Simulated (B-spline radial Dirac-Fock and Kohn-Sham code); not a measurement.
Run log: Hf²⁺

ΔSCF core binding energies without Breit or QED terms, calculated with a radial atomic solver. Keys: rel is the Hamiltonian (dirac, or spin-free x2c and nr, where L3 and M5 stand for the whole 2p and 3d shells), method is hf or an exchange,correlation pair (spin-unpolarised, also for the hole states), nuc the nuclear model, radius_factor scales its radius, rmax is the box in bohr, h the logarithmic mesh step, order the B-spline order, points the quadrature points per cell, c_factor scales the speed of light, and damp, ndamp, maxit and tol steer the iteration. The run stops when the commutator error falls below 10·tol·max(1, Z/10), or the numerical noise floor, and the energy has settled to about 1e-8 Ha; the virial ratio is −V/T.

Input (task.json):

```json
{"items": [{"Z": 72, "q": 2, "cfg": [[1, 0, 2], [2, 0, 2], [2, 1, 6], [3, 0, 2], [3, 1, 6], [3, 2, 10], [4, 0, 2], [4, 1, 6], [4, 2, 10], [4, 3, 14], [5, 0, 2], [5, 1, 6], [5, 2, 2]], "A": 180, "rrms": 5.347, "do": "settings", "holes": ["K", "L3", "M5"],
  "settings": [{"rel": "dirac", "method": "hf", "nuc": "fermi", "radius_factor": 1.0, "rmax": 45.0, "h": 0.3, "order": 8, "points": 10, "c_factor": 1.0, "maxit": 5, "damp": 0.5, "ndamp": 3, "tol": 1e-08}]}]}
```

Command: `python xray2_run.py task.json out`

Ground-state iterations:

```
iter   energy (Ha)        error
   1   -15087.21428926  2.17e+00
   2   -15087.75978455  1.49e-01
   3   -15088.02262179  3.32e-02
   4   -15088.03460166  9.21e-03
   5   -15088.03464482  7.20e-03
```

The ground state had not converged after 5 iterations, with total energy -15088.03464 Ha, virial ratio 1.89442 and highest orbital energy -20.91 eV. ΔSCF binding energies: K (1s) 65681.9 eV, L3 (2p3/2) 9608.2 eV, M5 (3d5/2) 1686.6 eV (not all states converged, so these are not final).

Q: One setting is unsound. Which, and why?

A: maxit ends the run before self-consistency. With the default settings (Dirac Hartree-Fock): The ground state converged in 11 iterations, with total energy -15088.03527 Ha, virial ratio 1.89452 and highest orbital energy -20.99 eV. ΔSCF binding energies: K (1s) 65681.9 eV, L3 (2p3/2) 9608.2 eV, M5 (3d5/2) 1686.6 eV.
